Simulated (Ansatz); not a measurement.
Species: LuF2, charge 0, multiplicity 2. The spin state was set by rule; other spins were not relaxed. 
Coordinates optimised at B3LYP-D3(BJ)/def2-TZVP (Ansatz, a first-principles code):
```
Lu
F 1 1.9474
F 1 1.9474 2 117.41
```
Charge 0, spin multiplicity 2.

Parts of the frozen-core correlation energy in def2-SVP (Ansatz, hartree). Frozen orbitals: 22; correlated occupied orbitals by spin: 9 and 8; virtual: 78 and 79. UHF or UKS for open shells. Spin-orbit coupling is left out. In def2 rows, elements after Kr have scalar-relativistic effective core potentials.

```csv
term,value
reference (HF),-1431.29934
MP2 opposite-spin,-0.30435
MP2 same-spin,-0.12021
CCSD correlation,-0.42454
(T),-0.00730
T1 diagnostic,0.019
largest doubles amplitude,0.017
<S^2> of the reference,0.751
```
